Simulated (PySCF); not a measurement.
## Nuclear quadrupole coupling in `[SiH3]c1nnc(C2CC2)o1`

Species: C5H8N2OSi.
Geometry (GFN2-xTB, Å), atoms numbered from 1 in this order:
```
atom  x, y, z in Å
Si1    3.335    0.591   -0.416
C2     1.700   -0.314   -0.583
N3     1.472   -1.444   -1.169
N4     0.159   -1.715   -1.046
C5    -0.368   -0.734   -0.382
C6    -1.764   -0.608    0.008
C7    -2.099   -0.031    1.362
C8    -2.385    0.760    0.133
O9     0.557    0.197   -0.055
H10    4.383   -0.413   -0.288
H11    3.220    1.426    0.782
H12    3.517    1.430   -1.601
H13   -2.365   -1.421   -0.373
H14   -2.922   -0.476    1.900
H15   -1.278    0.279    1.989
H16   -1.761    1.614   -0.083
H17   -3.410    0.871   -0.187
```

Field gradients from the PBE0/pcSseg-1 density (PySCF, non-relativistic), principal values in atomic units, ordered |Vxx| ≤ |Vyy| ≤ |Vzz|:

```tsv
atom	Vxx	Vyy	Vzz
N3	0.5216	0.6265	-1.1481
N4	0.3603	0.6748	-1.0351
O9	-0.6522	-0.7003	1.3525
```

Problem. Find the asymmetry η = (Vxx − Vyy)/Vzz and the couplings χ = eQV/h (234.96 MHz × Q in barn × V in au), with Q(14N) = 0.02044 b, Q(17O) = −0.0256 b.

Solution. 
```json
{"atom": "N3", "environment": "pyridine-type nitrogen", "nucleus": "14N", "η": "0.09", "χzz (MHz)": "-5.51", "χxx (MHz)": "2.51", "χyy (MHz)": "3.01"}
{"atom": "N4", "environment": "pyridine-type nitrogen", "nucleus": "14N", "η": "0.30", "χzz (MHz)": "-4.971", "χxx (MHz)": "1.730", "χyy (MHz)": "3.241"}
{"atom": "O9", "environment": "furan-type oxygen", "nucleus": "17O", "η": "0.04", "χzz (MHz)": "-8.14", "χxx (MHz)": "3.92", "χyy (MHz)": "4.21"}
```

The gradient is axial or nearly so (η below 0.05) at O9. 

Problem. What is Vzz at N3 in SI units (1 au = 9.71736 × 10²¹ V/m²)?

Solution. -1.1481 au = -11.157 × 10²¹ V/m².

Problem. What couplings would deuterons (Q(2H) = 0.00286 b) have in place of the hydrogens, at this geometry?

Solution. 
```json
{"atom": "H10", "bonded to": "Si1", "bond length (Å)": "1.457", "Vzz (au)": "0.1650", "η": "0.01", "χzz (kHz)": "111"}
{"atom": "H11", "bonded to": "Si1", "bond length (Å)": "1.465", "Vzz (au)": "0.1598", "η": "0.02", "χzz (kHz)": "107"}
{"atom": "H12", "bonded to": "Si1", "bond length (Å)": "1.464", "Vzz (au)": "0.1607", "η": "0.02", "χzz (kHz)": "108"}
{"atom": "H13", "bonded to": "C6", "bond length (Å)": "1.081", "Vzz (au)": "0.3213", "η": "0.09", "χzz (kHz)": "216"}
{"atom": "H14", "bonded to": "C7", "bond length (Å)": "1.079", "Vzz (au)": "0.3315", "η": "0.07", "χzz (kHz)": "223"}
{"atom": "H15", "bonded to": "C7", "bond length (Å)": "1.079", "Vzz (au)": "0.3281", "η": "0.07", "χzz (kHz)": "220"}
{"atom": "H16", "bonded to": "C8", "bond length (Å)": "1.080", "Vzz (au)": "0.3277", "η": "0.07", "χzz (kHz)": "220"}
{"atom": "H17", "bonded to": "C8", "bond length (Å)": "1.079", "Vzz (au)": "0.3314", "η": "0.07", "χzz (kHz)": "223"}
```

Geometry: GFN2-xTB, one conformer, isolated molecule. GFN2-xTB bond lengths can be off by several hundredths of an ångström, more for odd bonds, and the gradients follow them. With so small a basis the couplings can be 20 % off.

The run behind these numbers computed NMR shieldings as well. On an Arm Neoverse V2 with one thread, no GPU, shared host, this took 34 s of wall time (grids of density and orbitals included) and 0.88 GiB of memory at its peak.
